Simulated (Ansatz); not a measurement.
Input for Ansatz (a program for electronic structure): R-CCSD(T)/def2-QZVPP on HIOSi (SMILES O[Si]I), a point of a torsion scan. Elements past Kr take the def2 small-core potentials; no spin–orbit coupling. Files ending in .json are basis or fitting sets from the Basis Set Exchange. The run froze 15 orbitals, filled d shells among them.

Ansatz 0.2 input:
```yaml
crystal:
  periodic: [false, false, false]
  atoms:
    - {symbol: O, position_ang: [-0.97730174, 0.08299666, 0.20125076]}
    - {symbol: Si, position_ang: [0.19122925, 1.12316757, -0.16720053]}
    - {symbol: I, position_ang: [2.14502649, 0.13126805, 1.06790991]}
    - {symbol: H, position_ang: [-1.38183408, -0.72134174, -0.09946489]}
basis:
  gaussian:
    orbitals: def2-QZVPP.json
magnetization: {spin_polarized: false}
correlation: {method: ccsd_t, electrons: outside_noble_gas}
scf: {lower_state_search: off}
```

It printed:

```
WARN ansatz: RAYON_NUM_THREADS=1 ignored (pool sized by the plan → 1); use --threads N
Functional definition: HF
these checks for a lower state are left out or cut short: stability, starts, cluster_reference, orbital_swaps, neighbouring_geometries, increment
integrals: 1.38 GiB planned
1469 factors; integrals over basis functions are off by at most 4.8e-4 eV
mean field: 0.77 GiB planned
mean field evaluation 1: about -17988.1152 eV, gradient 3.8e1 eV
mean field evaluation 2: about -17988.1865 eV, gradient 3.8e1 eV
mean field evaluation 4: about -17990.7517 eV, gradient 2.5e0 eV
mean field evaluation 8: about -17990.7907 eV, gradient 3.3e-1 eV
mean field evaluation 16: about -17990.7918 eV, gradient 2.0e-6 eV
mean field -17990.79176143 eV, -661.1494026361 hartree, gradient 2.0e-6 eV, S^2 0.000000; 0 other end points of the search recorded, 0 dependent functions left out
15 core orbitals not correlated
reference -17990.79176143 eV, -661.1494026361 hartree; 9, 9 occupied and 215, 215 virtual orbitals, 1469 factors
second order -14.17104886 eV of doubles, -0.00000000 eV of singles
coupled cluster: 1.78 GiB planned
cycle   1  -14.29075122 eV  change   -1.2e-1 eV  update   9.5e-2
cycle   2  -14.64540482 eV  change   -3.5e-1 eV  update   3.2e-2
cycle   3  -14.73947285 eV  change   -9.4e-2 eV  update   1.8e-2
cycle   4  -14.72358125 eV  change    1.6e-2 eV  update   4.7e-3
cycle   5  -14.72201885 eV  change    1.6e-3 eV  update   2.2e-3
cycle   6  -14.72279324 eV  change   -7.7e-4 eV  update   7.6e-4
cycle   7  -14.72228718 eV  change    5.1e-4 eV  update   3.3e-4
cycle   8  -14.72229172 eV  change   -4.5e-6 eV  update   1.4e-4
cycle   9  -14.72234804 eV  change   -5.6e-5 eV  update   5.6e-5
cycle  10  -14.72231474 eV  change    3.3e-5 eV  update   2.7e-5
cycle  11  -14.72232407 eV  change   -9.3e-6 eV  update   1.2e-5
perturbative correction -0.68193587 eV, -0.0250606812 hartree
Total energy: -18006.19602138 eV, -661.7154987478 hartree
Checks for a lower state left out: stability, starts, cluster_reference, orbital_swaps, neighbouring_geometries, increment
```

The calculation finished and met its thresholds.

Cost: roughly 5 core-minutes.
